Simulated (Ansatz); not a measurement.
Basis-set extrapolation for H₅NSSi₂ (`N[SiH]1[SiH2]S1`) (PBE0-D4/def2-TZVP geometry, frozen core, Ansatz). Multiplicity 1, RHF reference.

```csv
,def2-TZVPP,def2-QZVPP
HF,-1032.873439,-1032.905197
MP2 correlation,-0.625810,-0.676122
CCSD(T) correlation,-0.703598,not run
```

Energies in hartree. Use E(X) = E(∞) + A·exp(−7.88·√X) for Hartree–Fock and E(X) = E(∞) + B·X^(−2.97) for correlation, with X = 3 and 4, and add CCSD(T) minus MP2 of the smaller set to the MP2 limit.

Question: What is the CCSD(T) energy at the basis-set limit?

Answer: HF limit: -1032.905197 + (-0.031758) × 0.13774 = -1032.90957. MP2 limit: -0.676122 + (-0.050312) × 0.74074 = -0.71339. Higher-order term: -0.703598 − (-0.625810) = -0.07779. Total: -1033.70075 hartree, 77.6 kcal/mol below CCSD(T)/def2-TZVPP.
